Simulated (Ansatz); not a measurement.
Job for Ansatz (an electronic-structure program): R-CCSD(T)/aug-cc-pV(T+d)Z on CH2OS (a complex), monomers drawn apart or pushed together. Files ending in .json are basis or fitting sets from the Basis Set Exchange.

Ansatz 0.2 input:
```yaml
crystal:
  periodic: [false, false, false]
  atoms:
    - {symbol: O, position_ang: [1.42888886, 0.60524587, 0.11109722]}
    - {symbol: C, position_ang: [0.38896886, 0.17318790, -0.14694875]}
    - {symbol: S, position_ang: [-1.01719678, -0.41113910, -0.49456255]}
    - {symbol: H, position_ang: [0.50119107, 0.20411293, 3.49632513]}
    - {symbol: H, position_ang: [-0.18369553, -0.08169799, 3.44038049]}
basis:
  gaussian:
    orbitals: aug-cc-pV_T+d_Z.json
magnetization: {spin_polarized: false}
correlation: {method: ccsd_t, electrons: outside_noble_gas}
scf: {lower_state_search: off}
```

Program output:

```
WARN ansatz: RAYON_NUM_THREADS=1 ignored (pool sized by the plan → 1); use --threads N
Functional definition: HF
these checks for a lower state are left out or cut short: stability, starts, cluster_reference, orbital_swaps, neighbouring_geometries, increment
integrals: 0.74 GiB planned
1132 factors; integrals over basis functions are off by at most 1.2e-3 eV
mean field: 0.47 GiB planned
mean field evaluation 1: about -13916.0731 eV, gradient 3.1e1 eV
mean field evaluation 2: about -13916.0757 eV, gradient 3.1e1 eV
mean field evaluation 4: about -13917.9596 eV, gradient 2.6e0 eV
mean field evaluation 8: about -13917.9861 eV, gradient 5.6e-4 eV
mean field -13917.98611057 eV, -511.4765556138 hartree, gradient 2.1e-6 eV, S^2 0.000000; 0 other end points of the search recorded, 0 dependent functions left out
7 core orbitals not correlated
reference -13917.98611057 eV, -511.4765556138 hartree; 9, 9 occupied and 177, 177 virtual orbitals, 1132 factors
second order -15.99252349 eV of doubles, -0.00000000 eV of singles
coupled cluster: 2.08 GiB planned
cycle   1  -15.58125878 eV  change    4.1e-1 eV  update   1.3e-1
cycle   2  -16.12606283 eV  change   -5.4e-1 eV  update   4.6e-2
cycle   3  -16.27047227 eV  change   -1.4e-1 eV  update   1.9e-2
cycle   4  -16.25283733 eV  change    1.8e-2 eV  update   4.5e-3
cycle   5  -16.25122760 eV  change    1.6e-3 eV  update   1.8e-3
cycle   6  -16.25179795 eV  change   -5.7e-4 eV  update   7.0e-4
cycle   7  -16.25127031 eV  change    5.3e-4 eV  update   1.9e-4
cycle   8  -16.25121258 eV  change    5.8e-5 eV  update   7.8e-5
cycle   9  -16.25123537 eV  change   -2.3e-5 eV  update   2.5e-5
cycle  10  -16.25122977 eV  change    5.6e-6 eV  update   1.0e-5
perturbative correction -0.88884501 eV, -0.0326644515 hartree
Total energy: -13935.12618535 eV, -512.1064417439 hartree
Checks for a lower state left out: stability, starts, cluster_reference, orbital_swaps, neighbouring_geometries, increment
```

The run converged.

Cost: about 60 core-seconds (a rough figure).
